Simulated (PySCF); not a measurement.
Compound: C₁₀H₇F₃.
SMILES with atom numbers: `[CH3:1][C:2]#[C:3][c:4]1[cH:5][cH:6][c:7]([C:8]([F:9])([F:10])[F:11])[cH:12][cH:13]1` (hydrogens: H14, H15, H16 on C1; H17 on C5; H18 on C6; H19 on C12; H20 on C13)

Method: PySCF, PBE0-D3(BJ)/def2-SVP geometry optimisation, gas phase; density fitting, grid level 1; the optimiser is geomeTRIC in internal coordinates, started from a GFN2-xTB structure.

Step 0: E = -18600.1228 eV
```
atom  x, y, z in Å  |  force x, y, z in eV/Å
C1     -4.5317   -0.8013   -0.4827    0.287   0.055   0.021
C2     -3.1156   -0.5526   -0.3671   -0.791  -0.152  -0.061
C3     -1.9347   -0.3439   -0.2681    0.613   0.109   0.047
C4     -0.5469   -0.0987   -0.1529   -0.107  -0.014  -0.003
C5      0.1086    0.6898   -1.1006    0.108   0.040   0.021
C6      1.4635    0.9259   -0.9914    0.076  -0.095   0.145
C7      2.1752    0.3715    0.0663    0.517   0.052   0.014
C8      3.6434    0.6464    0.1993    0.929   0.332   0.189
F9      4.2495    0.8387   -0.9836   -0.364  -0.045   0.095
F10     4.3087   -0.3480    0.8094   -0.380   0.045  -0.070
F11     3.8899    1.7576    0.9264   -0.279  -0.298  -0.183
C12     1.5318   -0.4078    1.0207    0.063   0.092  -0.146
C13     0.1771   -0.6438    0.9094    0.106   0.045   0.020
H14    -5.0894    0.0663   -0.1303   -0.325   0.255   0.101
H15    -4.8117   -1.6670    0.1165   -0.218  -0.294   0.177
H16    -4.7950   -0.9889   -1.5232   -0.220  -0.082  -0.340
H17    -0.4529    1.1122   -1.9199   -0.247   0.161  -0.326
H18     1.9747    1.5319   -1.7239    0.217   0.232  -0.314
H19     2.0957   -0.8296    1.8389    0.240  -0.192   0.325
H20    -0.3314   -1.2514    1.6423   -0.226  -0.246   0.287
```

Step 1: E = -18600.1771 eV
```
atom  x, y, z in Å  |  force x, y, z in eV/Å
C1     -4.5582   -0.8293   -0.4857   -0.065  -0.012  -0.004
C2     -3.1393   -0.5562   -0.3655   -0.001   0.013  -0.001
C3     -1.9512   -0.3257   -0.2652    0.030   0.003   0.002
C4     -0.5527   -0.0691   -0.1485    0.032   0.032  -0.014
C5      0.1224    0.6939   -1.1165   -0.096   0.016  -0.052
C6      1.4864    0.9289   -1.0095    0.100   0.008  -0.069
C7      2.2050    0.3985    0.0611   -0.003   0.045   0.032
C8      3.6840    0.6379    0.2046   -0.349  -0.285  -0.082
F9      4.2377    1.0065   -0.9510    0.114   0.055   0.000
F10     4.2963   -0.4791    0.6184    0.158   0.092  -0.006
F11     3.9475    1.5869    1.1043    0.096   0.100   0.053
C12     1.5459   -0.3566    1.0329    0.031   0.014   0.073
C13     0.1814   -0.5839    0.9342   -0.033  -0.063   0.055
H14    -5.1565    0.0424   -0.1738    0.004  -0.021  -0.008
H15    -4.8516   -1.6833    0.1457   -0.005   0.020  -0.019
H16    -4.8287   -1.0672   -1.5271   -0.004   0.003   0.024
H17    -0.4396    1.0949   -1.9628    0.018   0.000   0.025
H18     2.0024    1.5133   -1.7749   -0.010  -0.016   0.034
H19     2.1120   -0.7704    1.8709   -0.030  -0.013  -0.022
H20    -0.3343   -1.1754    1.6937    0.014   0.011  -0.022
```

Q: Estimate the geometry and energy of step 2. (The exact step hangs on the optimiser's Hessian estimate; all steps are aligned on step 1, rigid shifts and turns removed.)

A: E = -18600.1806 eV, largest force 0.169 eV/Å
```
atom  x, y, z in Å  |  force x, y, z in eV/Å
C1     -4.5639   -0.8123   -0.4882   -0.001   0.002  -0.001
C2     -3.1409   -0.5516   -0.3661    0.002   0.011   0.000
C3     -1.9502   -0.3319   -0.2645   -0.012  -0.028   0.024
C4     -0.5490   -0.0859   -0.1464   -0.006   0.019  -0.030
C5      0.1248    0.6752   -1.1173    0.018  -0.018   0.037
C6      1.4909    0.9045   -1.0077   -0.061   0.000  -0.007
C7      2.2028    0.3795    0.0703    0.162   0.032  -0.037
C8      3.6774    0.6538    0.1996    0.055  -0.110   0.048
F9      4.2188    1.0407   -0.9571   -0.016  -0.005  -0.098
F10     4.3483   -0.4286    0.6138   -0.076  -0.021  -0.004
F11     3.9275    1.6203    1.0879   -0.047   0.093   0.113
C12     1.5479   -0.3783    1.0444   -0.003   0.052  -0.070
C13     0.1833   -0.6072    0.9364   -0.020  -0.014   0.022
H14    -5.1554    0.0630   -0.1757    0.002   0.002   0.000
H15    -4.8668   -1.6642    0.1403    0.002   0.001  -0.001
H16    -4.8365   -1.0461   -1.5293    0.002   0.001  -0.001
H17    -0.4360    1.0804   -1.9614    0.001  -0.002   0.004
H18     2.0107    1.4899   -1.7681    0.003  -0.010   0.010
H19     2.1104   -0.7936    1.8829    0.000  -0.004  -0.004
H20    -0.3352   -1.2002    1.6916   -0.004  -0.002  -0.004
```

The energy changes by -0.0035 eV. The first-order estimate −F·Δx gives -0.0130 eV and the mean of the old and new forces, exact on a quadratic surface, -0.0031 eV. The step makes an angle of 80° with the force vector and moves no atom by more than 0.073 Å.

What follows is the cost of the whole optimisation. The run took about 10 min of CPU time (one thread, shared machine).
